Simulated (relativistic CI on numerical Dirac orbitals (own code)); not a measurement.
**Mn³⁺ in a cubic cluster: 2p photoemission with charge transfer**

Computed with a charge-transfer multiplet model of a cubic metal-ligand cluster with up to one ligand hole, Slater and spin-orbit integrals from Dirac-Coulomb-Breit ions, Slater integrals scaled by 0.9. The ground state mixes d4 with configurations of k ligand holes L, whose averages lie at kΔ + k(k − 1)U_dd/2; a core hole lowers each added d electron by U_cd. 20 K, Lorentzian 0.6 eV and Gaussian 0.8 eV FWHM.

Atomic integrals in eV (Slater integrals scaled, ζ unscaled), ground: F2dd 10.219, F4dd 6.393, zeta_d 0.043; with the core hole: F2dd 11.797, F4dd 7.424, zeta_d 0.067, zeta_core 6.784, F2cd 6.923, G1cd 5.279, G3cd 3.001.

Cluster parameters (eV): U_dd = 6.2, U_cd = 7.3, 10Dq = 0.95, 10Dq(ligand) = 0, V(eg) = 1.95, V(t2g) = -1.03, final-state hopping factor = 1.

| Case | n_d | d4 | d5L | S |
| --- | --- | --- | --- | --- |
| Δ = 4.6 eV | 4.25 | 0.75 | 0.25 | 2.00 |
| Δ = 5.6 eV | 4.21 | 0.79 | 0.21 | 2.00 |
| Δ = 6.6 eV | 4.17 | 0.83 | 0.17 | 2.00 |

Weights, n_d and S are thermal averages at 20 K. Binding energies count from the first peak over 30 % of the highest in each spectrum, which can be another peak from case to case. The parameters are a model scan and need not match a compound or its usual spin state. Peaks in eV (height, largest 100):
- Δ = 4.6 eV: 0.0 (100), 1.4 (82), 2.6 (65), 6.6 (43), 13.9 (61), 18.0 (21), 22.5 (11)
- Δ = 5.6 eV: 0.0 (100), 1.3 (80), 2.5 (65), 6.5 (41), 13.7 (61), 17.9 (20), 22.1 (9)
- Δ = 6.6 eV: 0.0 (100), 1.4 (78), 2.5 (64), 6.5 (38), 13.6 (60), 17.8 (19), 22.0 (7)

Curve for Δ = 4.6 eV (points under 2 left out, the grid thinned):

(E (eV), Intensity): (-3.6, 2.0), (-2.9, 2.9), (-2.2, 4.6), (-1.5, 9.1), (-0.8, 31.9), (-0.1, 96.8), (0.6, 68.7), (1.3, 80.3), (1.9, 67.5), (2.6, 65.0), (3.3, 56.2), (4.0, 52.4), (4.7, 43.9), (5.4, 37.1), (6.1, 41.0), (6.8, 42.5), (7.5, 36.5), (8.2, 29.1), (8.9, 27.0), (9.6, 24.9), (10.3, 25.7), (11.0, 26.9), (11.6, 33.1), (12.3, 44.1), (13.0, 51.0), (13.7, 60.1), (14.4, 52.6), (15.1, 32.9), (15.8, 24.7), (16.5, 20.9), (17.2, 18.0), (17.9, 21.0), (18.6, 17.3), (19.3, 12.8), (20.0, 9.5), (20.7, 8.0), (21.4, 8.2), (22.0, 10.1), (22.7, 10.9), (23.4, 7.5), (24.1, 4.4), (24.8, 3.7), (25.5, 3.5), (26.2, 3.0), (26.9, 2.0)

For the case Δ = 4.6 eV, Δ = 4.6 eV is smaller than U_dd = 6.2 eV, the charge-transfer side of the Zaanen-Sawatzky-Allen scheme. With the core hole the configuration with one ligand hole lies at Δ − U_cd = -2.7, -1.7, -0.7 eV from the one without, in the order of the table; where this is negative the screened configuration lies lower, though the effective hopping of about 3.7 eV (from the holes of the mixed ground state) mixes the two strongly wherever it is as large as the gap.

With at most 1 ligand hole the space is cut while the next configuration still counts, so covalency is underestimated, and a final configuration with one more ligand hole, which can lie low, is missing from the spectra.
